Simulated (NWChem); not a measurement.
System: CH5ISi; SMILES C[SiH2]I

Program: NWChem. def2 effective core potentials on I; no spin-orbit coupling. Each level has its own optimisation; frequencies are unscaled.

For level Hartree-Fock/STO-3G (all-electron, non-relativistic):

```yaml
r H–Si (Å): 1.424
highest harmonic frequency (cm⁻¹): 3761
zero-point energy (kcal/mol): 42.6
```

Estimate the same quantities for level PBE-D3(BJ)/def2-SVP (core potentials).


- r H–Si (Å): 1.502
- highest harmonic frequency (cm⁻¹): 3095
- zero-point energy (kcal/mol): 33.1
